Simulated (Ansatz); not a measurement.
Ge nanocrystals, hexagonal, H-capped: PBE-D4/def2-TZVP single points in Ansatz on relaxed structures, gas phase. Binding counts from free atoms in the multiplicity of their measured ground term, without zero-point energy. Sets without diffuse functions give affinities that are too small. A dash marks a value that wasn't run or was left out as unsound. The structures are stationary points that may keep the symmetry of their start. Remarks come from the PBE and PBE0 runs and from stability tests at other levels; not every state was tested. A HOMO above zero means that the electron is unbound at that level and held by the basis, or that self-interaction error raises the level; the energy of removing that electron tells which. HOMO above LUMO (over both spins in singlets and doublets, within one spin in higher multiplets; at PBE or PBE0), or a gap under 0.15 eV within one spin, warns that the state may not be the lowest or that an electron is smeared out.

Task: Estimate the order by binding per atom (eV), lowest first.
A. Ge18H24 (singlet)

Result: A (2.92).

In full:

```
     species  atoms    state            geometry  HOMO (eV)  LUMO (eV)  gap (eV)  vertical EA (eV)  binding per atom (eV)  point group (within 0.1 Å)                                                                                  remarks
     Ge18H24     42  singlet     PBE-D4/def2-SVP      -5.88      -2.20      3.69              0.92                   2.92                         D3h                                                             HOMO above zero (-1 doublet)
     Ge21H28     49  singlet  r2SCAN-D4/def2-SVP      -5.83      -2.11      3.71              0.87                   2.93                           –                                                             HOMO above zero (-1 doublet)
Ge23H30, rod     53  singlet     PBE-D4/def2-SVP      -5.88      -2.16      3.72                 –                   2.94                          Cs  HOMO above zero (-1 doublet), gap within one spin near zero at PBE or PBE0 (-1 doublet)
```

The gap (eV) runs from 3.69 (Ge18H24) to 3.72 (Ge23H30, rod). The binding per atom (eV) runs from 2.92 (Ge18H24) to 2.94 (Ge23H30, rod).
